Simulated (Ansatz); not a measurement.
Gas-phase reaction in SMILES: CCCO → [CH3] (CH3) + [CH2]CO (the C-C bond at the site shown breaks; other sites are not compared here)
Structures are relaxed separately at B3LYP-D3(BJ)/def2-TZVP in Ansatz (an electronic-structure program), one conformer each, not searched for the lowest.

Property: bond dissociation energy (electronic energy difference), in eV. Correlated levels leave the core frozen unless marked. UHF or UKS for open shells. Spin-orbit coupling is left out. No relativistic terms. CBS(X,Y): correlation extrapolated as X^-3; Hartree-Fock from the larger set. [CCSD(T)-MP2]/basis is that difference in the basis named.

RI-MP2/CBS(cc-pVTZ,cc-pVQZ)+[CCSD(T)-MP2]/cc-pVTZ (Ansatz) gives 4.24 eV.

Task: Another calculation gave 4.00 eV. Which level was it?
A) CAM-B3LYP/def2-TZVPD (Ansatz)
B) wB97X-V/def2-TZVPD (Ansatz)
C) SVWN5/def2-TZVPD (Ansatz)
D) B3LYP/def2-TZVPD (Ansatz)

Result: A, CAM-B3LYP/def2-TZVPD (Ansatz). The others give 3.88 (B3LYP), 4.25 (wB97X-V), 4.90 (SVWN5) eV.
